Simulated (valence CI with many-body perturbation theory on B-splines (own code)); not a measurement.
Energy levels of Zr XXXV

Computed by valence CI with perturbative core correlation (CI+MBPT): four valence electrons over a frozen Dirac-Fock core [He], radial functions for each j: 11 s, 11 p, 10 d, 8 f, 5 g, 2 h, with the one-electron correlation potential Σ1 (screened to all orders), the two-electron term Σ2, the three-electron term Σ3, Breit, model QED; selected single and double excitations, second order for the rest, scaled by the run's own slope (own B-spline code, finite nucleus).

The last digits are not significant, and no measured levels were compared; by estimate large intervals hold to a few tenths of a per cent, small ones and those within an open d or f shell to about a per cent. Among the levels kept, up to 970 cm⁻¹ of a level comes from second order outside the variational space, and about a tenth of that is noise between levels of different J, which matters for small intervals.

Levels 91 to 135 of 199, with energies above the lowest level, (2s^2 2p1/2^2) J=0. "Leading %" is the weight of the configuration and term that name the level; weights of strongly mixed levels are sums over their largest components and can fall short. In the jj column 3d3/2^4 stands for four electrons in 3d with j = 3/2. Lifetimes count E1, E2, E3, M1 and M2 decay at the calculated energies, and are blank where another channel may lead or the interval is too uncertain; long ones can be off by a factor of two.

```
No.  Configuration  Term  J  E (eV)  Leading %                   Leading jj  Lifetime
 91      2s.2p2.3p   3F°  3  2860.7         52  2s 2p1/2 2p3/2 3p3/2 (94 %)   63.5 fs
 92      2s.2p2.3p   3D°  2  2861.7         34  2s 2p1/2 2p3/2 3p3/2 (90 %)   61.8 fs
 93      2s.2p2.3d    5F  5  2863.7         64  2s 2p1/2 2p3/2 3d5/2 (91 %)    249 ps
 94      2s.2p2.3d    3D  1  2864.8         36  2s 2p1/2 2p3/2 3d5/2 (91 %)   12.6 fs
 95      2s.2p2.3d    5D  3  2868.0         38  2s 2p1/2 2p3/2 3d3/2 (56 %)   8.33 fs
 96      2s.2p2.3d    5P  2  2868.3         41  2s 2p1/2 2p3/2 3d3/2 (83 %)   6.95 fs
 97      2s.2p2.3p   3P°  1  2868.8         43  2s 2p1/2 2p3/2 3p3/2 (92 %)   67.0 fs
 98      2s.2p2.3p   3P°  0  2868.9         87  2s 2p1/2 2p3/2 3p3/2 (96 %)   1.18 ps
 99      2s.2p2.3p   3D°  2  2870.1         45  2s 2p1/2 2p3/2 3p3/2 (86 %)   63.2 fs
100      2s.2p2.3d    5P  1  2870.3         58  2s 2p1/2 2p3/2 3d3/2 (85 %)   6.01 fs
101      2s.2p2.3p   3P°  1  2874.4         58  2s 2p1/2 2p3/2 3p3/2 (85 %)    187 fs
102      2s.2p2.3d    3F  2  2880.2         29  2s 2p1/2 2p3/2 3d5/2 (74 %)   16.7 fs
103      2s.2p2.3d    3D  3  2881.6         62  2s 2p1/2 2p3/2 3d5/2 (73 %)   10.3 fs
104      2s.2p2.3d    3F  4  2884.5         53  2s 2p1/2 2p3/2 3d5/2 (66 %)   8.03 fs
105      2s.2p2.3d    3D  1  2885.8         56  2s 2p1/2 2p3/2 3d5/2 (85 %)   9.49 fs
106      2s.2p2.3d    3P  0  2886.9         76  2s 2p1/2 2p3/2 3d5/2 (85 %)   9.16 fs
107      2s.2p2.3p   3P°  2  2896.0         32      2s 2p3/2^2 3p1/2 (89 %)   94.1 fs
108      2s.2p2.3d    3G  3  2897.7         61  2s 2p1/2 2p3/2 3d3/2 (96 %)    140 fs
109      2s.2p2.3s    3S  1  2898.7         59         2s 2p3/2^2 3s (86 %)   31.8 fs
110      2s.2p2.3p   3D°  3  2899.0         51      2s 2p3/2^2 3p1/2 (90 %)   36.2 fs
111      2s.2p2.3s    3P  2  2901.5         40         2s 2p3/2^2 3s (51 %)   19.7 fs
112      2s.2p2.3d    3F  2  2903.5         34  2s 2p1/2 2p3/2 3d3/2 (45 %)   19.0 fs
113      2s.2p2.3s    1P  1  2904.1         58         2s 2p3/2^2 3s (90 %)   34.1 fs
114      2s.2p2.3d    3D  1  2907.8         57  2s 2p1/2 2p3/2 3d3/2 (84 %)   48.7 fs
115      2s.2p2.3d    3G  4  2909.2         45  2s 2p1/2 2p3/2 3d5/2 (95 %)   42.4 fs
116      2s.2p2.3d    3D  3  2910.2         40  2s 2p1/2 2p3/2 3d5/2 (91 %)   16.0 fs
117      2s.2p2.3s    1S  0  2911.1         65         2s 2p3/2^2 3s (86 %)   43.6 fs
118      2s.2p2.3d    3D  1  2911.7         43  2s 2p1/2 2p3/2 3d3/2 (74 %)   6.96 fs
119      2s.2p2.3d    3F  2  2913.7         40  2s 2p1/2 2p3/2 3d3/2 (86 %)   6.59 fs
120      2s.2p2.3p   3D°  3  2913.7         56      2s 2p3/2^2 3p3/2 (91 %)   59.4 fs
121      2s.2p2.3p   3F°  4  2914.2         62      2s 2p3/2^2 3p3/2 (91 %)   12.0 ps
122      2s.2p2.3d    3P  0  2916.9         68  2s 2p1/2 2p3/2 3d3/2 (86 %)   8.17 fs
123         2p3.3s   5S°  2  2917.0         42      2p1/2^2 2p3/2 3s (89 %)    160 fs
124      2s.2p2.3d    3D  2  2917.3         31  2s 2p1/2 2p3/2 3d5/2 (84 %)   7.76 fs
125      2s.2p2.3d    3F  3  2918.5         43  2s 2p1/2 2p3/2 3d5/2 (86 %)   8.50 fs
126      2s.2p2.3p   3P°  1  2918.6         30      2s 2p3/2^2 3p3/2 (74 %)   29.5 fs
127      2s.2p2.3d    3P  1  2919.3         50  2s 2p1/2 2p3/2 3d5/2 (77 %)   9.66 fs
128      2s.2p2.3d    3D  2  2923.1         46  2s 2p1/2 2p3/2 3d5/2 (84 %)   10.6 fs
129         2p3.3s   3S°  1  2926.2         31      2p1/2^2 2p3/2 3s (72 %)   40.2 fs
130      2s.2p2.3p   3P°  2  2931.8         49      2s 2p3/2^2 3p3/2 (92 %)   26.4 fs
131      2s.2p2.3p   3P°  0  2945.8         76      2s 2p3/2^2 3p1/2 (89 %)   3.73 ps
132      2s.2p2.3p   3P°  1  2947.3         34      2s 2p3/2^2 3p1/2 (90 %)   50.8 fs
133      2s.2p2.3p   3P°  1  2948.6         47      2s 2p3/2^2 3p1/2 (90 %)   34.6 fs
134      2s.2p2.3p   3D°  2  2949.5         38      2s 2p3/2^2 3p1/2 (90 %)   75.3 fs
135         2p3.3p    5P  1  2953.6         31   2p1/2^2 2p3/2 3p1/2 (91 %)   40.2 fs
```

Where two levels of one J and parity lie close, their mixing, g and order are uncertain.
